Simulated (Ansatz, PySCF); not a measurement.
C₂H₈O₂Si₂, SMILES C=C[Si@H](O)[SiH2]O. Atoms are numbered in the order given.

```xyz
14

C      1.7025     0.0475    -1.9002
C      1.2323     0.8517    -0.9329
Si     0.6856     0.1872     0.7396
O      1.3493    -1.3372     0.9766
Si    -1.6344    -0.1160     0.5261
O     -1.8688    -0.7558    -1.0076
H      1.8368    -1.0269    -1.7274
H      1.9853     0.4196    -2.8916
H      1.1148     1.9217    -1.1552
H      1.1017     1.1504     1.8076
H      2.3132    -1.3840     1.0043
H     -2.3206     1.2057     0.6898
H     -2.2211    -1.0664     1.5091
H     -1.1923    -0.5077    -1.6518
```

The structure is a stationary point at B3LYP-D3(BJ)/def2-SVP. The structure was generated by enumeration; whether it is a known compound was not checked. Other conformers were not sampled.

Two levels are set side by side: PBE-D3(BJ)/def2-SVP (Ansatz, a program for electronic structure) and B3LYP-D3(BJ)/def2-SVP (Ansatz). Each level has its own optimised geometry; the coordinates shown are those of the second. Frequencies come from the Hessian of PySCF at each geometry. Differences are taken from unrounded values.

```json
[
 {"quantity": "mean bond length (Å)", "B3LYP-D3(BJ)": "1.434", "PBE-D3(BJ)": "1.444", "PBE-D3(BJ) minus B3LYP-D3(BJ)": "0.010"},
 {"quantity": "bond C1–C2 (Å)", "B3LYP-D3(BJ)": "1.343", "PBE-D3(BJ)": "1.352", "PBE-D3(BJ) minus B3LYP-D3(BJ)": "0.009"},
 {"quantity": "bond C2–Si3 (Å)", "B3LYP-D3(BJ)": "1.881", "PBE-D3(BJ)": "1.887", "PBE-D3(BJ) minus B3LYP-D3(BJ)": "0.006"},
 {"quantity": "bond Si3–O4 (Å)", "B3LYP-D3(BJ)": "1.679", "PBE-D3(BJ)": "1.693", "PBE-D3(BJ) minus B3LYP-D3(BJ)": "0.014"},
 {"quantity": "bond Si3–Si5 (Å)", "B3LYP-D3(BJ)": "2.350", "PBE-D3(BJ)": "2.355", "PBE-D3(BJ) minus B3LYP-D3(BJ)": "0.006"},
 {"quantity": "bond Si5–O6 (Å)", "B3LYP-D3(BJ)": "1.678", "PBE-D3(BJ)": "1.691", "PBE-D3(BJ) minus B3LYP-D3(BJ)": "0.013"},
 {"quantity": "bond C1–H7 (Å)", "B3LYP-D3(BJ)": "1.097", "PBE-D3(BJ)": "1.105", "PBE-D3(BJ) minus B3LYP-D3(BJ)": "0.008"},
 {"quantity": "bond C1–H8 (Å)", "B3LYP-D3(BJ)": "1.096", "PBE-D3(BJ)": "1.104", "PBE-D3(BJ) minus B3LYP-D3(BJ)": "0.008"},
 {"quantity": "bond C2–H9 (Å)", "B3LYP-D3(BJ)": "1.099", "PBE-D3(BJ)": "1.107", "PBE-D3(BJ) minus B3LYP-D3(BJ)": "0.008"},
 {"quantity": "bond Si3–H10 (Å)", "B3LYP-D3(BJ)": "1.497", "PBE-D3(BJ)": "1.511", "PBE-D3(BJ) minus B3LYP-D3(BJ)": "0.014"},
 {"quantity": "bond O4–H11 (Å)", "B3LYP-D3(BJ)": "0.966", "PBE-D3(BJ)": "0.974", "PBE-D3(BJ) minus B3LYP-D3(BJ)": "0.009"},
 {"quantity": "bond Si5–H12 (Å)", "B3LYP-D3(BJ)": "1.498", "PBE-D3(BJ)": "1.512", "PBE-D3(BJ) minus B3LYP-D3(BJ)": "0.014"},
 {"quantity": "bond Si5–H13 (Å)", "B3LYP-D3(BJ)": "1.488", "PBE-D3(BJ)": "1.501", "PBE-D3(BJ) minus B3LYP-D3(BJ)": "0.014"},
 {"quantity": "bond O6–H14 (Å)", "B3LYP-D3(BJ)": "0.967", "PBE-D3(BJ)": "0.977", "PBE-D3(BJ) minus B3LYP-D3(BJ)": "0.010"},
 {"quantity": "highest harmonic wavenumber (cm⁻¹)", "B3LYP-D3(BJ)": "3849", "PBE-D3(BJ)": "3736", "PBE-D3(BJ) minus B3LYP-D3(BJ)": "-113"},
 {"quantity": "mean harmonic wavenumber (cm⁻¹)", "B3LYP-D3(BJ)": "1182", "PBE-D3(BJ)": "1147", "PBE-D3(BJ) minus B3LYP-D3(BJ)": "-35"},
 {"quantity": "zero-point energy (kcal/mol)", "B3LYP-D3(BJ)": "60.83", "PBE-D3(BJ)": "59.05", "PBE-D3(BJ) minus B3LYP-D3(BJ)": "-1.78"}
]
```

GGA bonds tend to be longer and softer than those of functionals with exact exchange. Differences between two approximate levels are no errors against the true value.
